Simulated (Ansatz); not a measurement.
Ideal-gas functions of ClH3OS2Si, SMILES `O[Si](S)(S)Cl` at 298.15 K and 1 bar, from an Ansatz frequency run at PBE0-D4/def2-TZVP.

Molar mass 146.7 g/mol, point group C1 (symmetry number 1), electronic degeneracy 1, moments of inertia 269.091, 299.664, 400.643 u Å². Harmonic wavenumbers (cm⁻¹, unscaled): 92, 153, 173, 204, 240, 262, 285, 311, 431, 572, 580, 753, 762, 848, 945, 2701, 2715, 3908.

Use S(trans) = R[1.5 ln M + 2.5 ln T − 1.1517]; rotational temperatures θ = 24.2544 K / I; S(rot) = R[ln(√π/σ · √(T³/θAθBθC)) + 1.5]; for each mode x = 1.438777 ν̃/T, S = R[x/(eˣ − 1) − ln(1 − e⁻ˣ)] and H = RT x/(eˣ − 1); 1 cm⁻¹ = 0.0119627 kJ/mol; R = 8.31446 J/(mol·K).

Q: By hand: the entropy, in J/(mol·K).

A: Translation 171.1. Rotation: θ = 0.0901, 0.0809, 0.0605 K, giving 120.4. Vibration, mode by mode: 15.13, 11.02, 10.05, 8.77, 7.54, 6.90, 6.29, 5.68, 3.58, 2.09, 2.03, 1.04, 1.01, 0.72, 0.49, 0.00, 0.00, 0.00, in all 82.3. Electronic 0.0. Sum 373.8 J/(mol·K).

Q: By hand: H − E and G − E in kJ/mol, counted from the electronic energy.

A: Zero-point energy ½ × 15935 × 0.0119627 = 95.3; thermal vibration 13.9; translation, rotation and pV give 4 RT = 9.9. H − E = 119.1 kJ/mol, and G − E = 119.1 − 298.15 × 373.8/1000 = 7.7 kJ/mol.

Vibration gives 22 % of the entropy, 15.1 J/(mol·K) of it from the mode under 150 cm⁻¹: soft modes count most, and the harmonic formula is weakest for them. The sum counts one conformer and one mirror image; others add a mixing term.
